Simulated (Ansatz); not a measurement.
`FBB(F)F` + `N[SiH3]` → `FB(F)N[SiH3]` + `BF` at 700 K and 1 bar (cleavage of the B–B bond).

Isolated molecules relaxed with PBE0-D4/def2-TZVP in Ansatz; ΔE leaves out vibrations. CCSD(T)/CBS adds triple-zeta CCSD(T) − MP2 to the extrapolated MP2 energy (def2 sets, frozen cores). This one scheme is used for every species. One conformer a species, not always the lowest.

```csv
species,CCSD(T)/CBS energy (Eh),H − E (kJ/mol),S (J/(mol·K))
`FBB(F)F`,-349.71808,119.0,395.4
`N[SiH3]`,-346.80422,180.7,336.3
`FB(F)N[SiH3]`,-570.75785,208.0,446.8
`BF`,-125.82039,88.4,262.0
```

H − E and S are ideal-gas, rigid-rotor, harmonic terms from PBE0-D4/def2-TZVP, for one conformer and one mirror image of each species. 1 Eh = 2625.50 kJ/mol, R = 8.31446 J/(mol·K).

**Question.** By hand: ΔE, ΔH, ΔS and ΔG.

**Answer.** ΔE = (-570.75785) + (-125.82039) − (-349.71808) − (-346.80422) = -0.05594 Eh = -146.9 kJ/mol. Δ(H − E) = 208.0 + 88.4 − 119.0 − 180.7 = -3.3, so ΔH = -150.2 kJ/mol. ΔS = 446.8 + 262.0 − 395.4 − 336.3 = -22.9 J/(mol·K). ΔG = -150.2 − 700 × (-22.9)/1000 = -134.2 kJ/mol.

**Question.** By hand: the equilibrium constant, and the temperature at which ΔG would vanish if ΔH and ΔS stayed fixed.

**Answer.** log₁₀ K = −ΔG/(RT ln 10) = 10.0. ΔG = 0 at ΔH/ΔS = 6559 K, far beyond where these terms or the molecules hold.

ΔH outweighs TΔS. A doubt of 5 kJ/mol in ΔE shifts log₁₀ K by 0.4 here. Other conformers and mirror images would add mixing entropy, several J/(mol·K) or more a flexible species. Modes under 60 cm⁻¹, often nearly free rotors, make the harmonic entropy too high. These are equilibria of isolated gas molecules and say nothing of rates. Largest T1 diagnostic: 0.014 (customary marks: 0.02 for closed shells, 0.045 for open ones).
